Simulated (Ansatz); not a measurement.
The molecule CaH, multiplicity 2 (the spin of the measured ground state). No spin–orbit coupling. Ca is treated without relativity.

The constants come from a fifth-degree fit in 1/R (seven points, main isotopes). Runs in def2 and cc sets follow the lowest solution found near the PBE0 minimum.

The values were computed with Ansatz (Gaussian basis) for Hartree–Fock, density functionals and correlated methods. Values without a source in brackets are computed.

Energies at r2SCAN/def2-TZVPP:

```csv
R (Å),E (hartree)
1.852282,-678.08324010
1.902075,-678.08473958
1.947884,-678.08546502
1.999668,-678.08563477
2.051452,-678.08521494
2.111203,-678.08411639
2.180913,-678.08215764
```

**Question.** With a reduced mass of 0.9830 u, find the minimum, the force constant and the constants.

**Answer.** A fifth-degree polynomial in 1/R puts the minimum at r_e = 1.9875 Å with force constant 99.5 N/m. Then ω_e = (1/2πc)√(k/μ) = 1311 cm⁻¹ and B_e = h/(8π²cμr_e²) = 4.341 cm⁻¹; the cubic and quartic terms give α_e = 0.095 and ω_e x_e = 19 cm⁻¹.

Ansatz is a program for electronic structure.
